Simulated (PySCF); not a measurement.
CF3, SMILES F[C+](F)F, charge +1. Heavy atoms are numbered as in [C+:1]([F:2])([F:3])[F:4].

Geometry optimised at B3LYP-D3(BJ)/def2-TZVP.

The numbers are results of PBE/pcSseg-2 (PySCF), not measurements.

GIAO shieldings, no solvent; atoms alike by connectivity are averaged. δ = σ(ref) − σ: ¹³C against TMS (σ = 181.4 ppm); ¹⁹F against CFCl3 (σ = 132.0 ppm), references at their B3LYP-D3(BJ)/def2-TZVP geometries, non-relativistic.

Computed chemical shifts:
```
nucleus  atoms  count  δ (ppm)
-------  -----  -----  -------
¹³C         C1      1    168.1
¹⁹F         F2      3     27.8
```
